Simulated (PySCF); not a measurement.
## C$_{5}$H$_{12}$AlNO: full NMR table

```yaml
Formula: C5H12AlNO
SMILES: CC#[N+][AlH2-][O]C(C)C
InChI: InChI=1S/C3H7O.C2H3N.Al.2H/c1-3(2)4;1-2-3;;;/h3H,1-2H3;1H3;;;/q-1;;+1;;
Point_group_of_the_computed_structure: C1
Carbon_signals: 4
Proton_signals: 4
```

Numbering as in the mapped SMILES `[CH3:1][C:2]#[N+:3][AlH2-:4][O:5][CH:6]([CH3:7])[CH3:8]`; H(Xn) means a hydrogen on atom n.

Theoretical values (PySCF 2.14): NMR shieldings at HF/pcSseg-1/GIAO, geometry from PBE0-D3(BJ)/def2-SVP. Non-relativistic, isolated molecule, rapidly exchanging positions averaged, one conformer.

Scale: TMS for $^{1}$H, $^{13}$C; $^{15}$N against NH3; $^{17}$O vs H2O; AlH4- for $^{27}$Al (reference shieldings calculated alike).

| carbon | δC, type | δH (multiplicity) | HMBC from (2–3 bonds) | span of the C tensor (ppm) |
| --- | --- | --- | --- | --- |
| C1 | 1.2, CH3 | 2.37 (s) | – | 18 |
| C2 | 130.2, C | – | H(Al4), H(C1) | 327 |
| C6 | 57.9, CH | 3.53 (sept) | H(Al4), H(C7)/H(C8) | 52 |
| C7/C8 | 28.2, CH3 | 1.10 (d) | H(C6), H(C7)/H(C8) | 40 |

Other nuclei:
| atoms | nucleus | environment | δ (ppm) | σ (ppm) |
| --- | --- | --- | --- | --- |
| H(Al4) | $^{1}$H | hydrogen on an aluminium bonded to N, O | 3.45 | 28.23 |
| N3 | $^{15}$N | donor nitrogen of a Lewis adduct | 249.4 | 16.4 |
| O5 | $^{17}$O | oxygen bonded to C, Al | 41.2 | 292.1 |
| Al4 | $^{27}$Al | aluminium bonded to N, O, 2 H | 16.6 | 499.6 |

δC 130.2: nitrilium-type carbon. δC 57.9: sp3 CH bonded to O; deshielded by the electronegative neighbour. δC 28.2: methyl carbon; a saturated carbon with 1 carbon neighbour and no heteroatom attached. δC 1.2: methyl carbon α to a nitrile; saturated and bonded to C and H only. δH 3.53: hydrogen on an sp3 CH bonded to O; its carbon carries O, hence the downfield position.

Hydrides on Al or Ga are broadened by the quadrupolar metal nucleus. Shifts are as computed. Against solution values, carbons near 30 ppm lie about -0 ppm off and those near 130 ppm about +7 ppm. Of 1309 compounds with measured shifts, 239 miss one by over three times the rms of a fit or turn the order of signals round; such compounds aren't used in these exercises. Experimental scales use liquid or dissolved standards, which lie at an offset from isolated NH3 (liquid NH3: subtract about 20 ppm) and H2O (liquid H2O: subtract about 36 ppm). Unscaled 15N shifts of sp2 nitrogen come out 20 to 40 ppm too high even then. Multiplicities follow the n + 1 count of equivalent neighbours, as no J values were calculated; m marks all less simple cases, F and P coupling included.
